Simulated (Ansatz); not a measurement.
H6Si4, SMILES `[SiH3][Si]1=[SiH][SiH2]1` (charge 0, multiplicity 1).

All values below come from Ansatz (a program for electronic structure) with r2SCAN0/cc-pVTZ // PBE0-D3(BJ)/def2-TZVP.

Ansatz 0.2 input:
```yaml
crystal:
  periodic: [false, false, false]
  atoms:
    - { symbol: Si, position_ang: [-2.369108, 0.103161, 0.048293] }
    - { symbol: Si, position_ang: [-0.055984, -0.09865, -0.135481] }
    - { symbol: Si, position_ang: [1.638717, -0.908539, -1.108584] }
    - { symbol: Si, position_ang: [2.031238, 0.45959, 0.664126] }
    - { symbol: H, position_ang: [-3.001375, -0.517705, -1.143153] }
    - { symbol: H, position_ang: [-2.832987, -0.58456, 1.281022] }
    - { symbol: H, position_ang: [-2.733437, 1.541447, 0.124093] }
    - { symbol: H, position_ang: [2.2057, -1.762864, -2.186562] }
    - { symbol: H, position_ang: [2.584941, 1.832488, 0.489708] }
    - { symbol: H, position_ang: [2.532296, -0.064369, 1.966537] }
basis:
  gaussian: { orbitals: cc-pVTZ }
hamiltonian:
  xc: r2scan0
```

Output:

```
Functional definition: r2SCAN0
1496 factors; their error is unknown
mean field evaluation 1: about -31602.5450 eV, gradient 1.9e1 eV
mean field evaluation 2: about -31602.6763 eV, gradient 1.7e1 eV
mean field evaluation 4: about -31603.7918 eV, gradient 1.5e0 eV
mean field evaluation 8: about -31603.7985 eV, gradient 4.2e-2 eV
mean field evaluation 16: about -31603.9233 eV, gradient 3.9e-5 eV
mean field -31603.92331563 eV, -1161.4227599408 hartree, gradient 3.9e-5 eV, S^2 0.000000; 0 other end points of the search recorded, 0 dependent functions left out
reference -31603.92332768 eV, -1161.4227603836 hartree; 31, 31 occupied and 189, 189 virtual orbitals, 1496 factors
Total energy: -31603.92332768 eV, -1161.4227603836 hartree
```
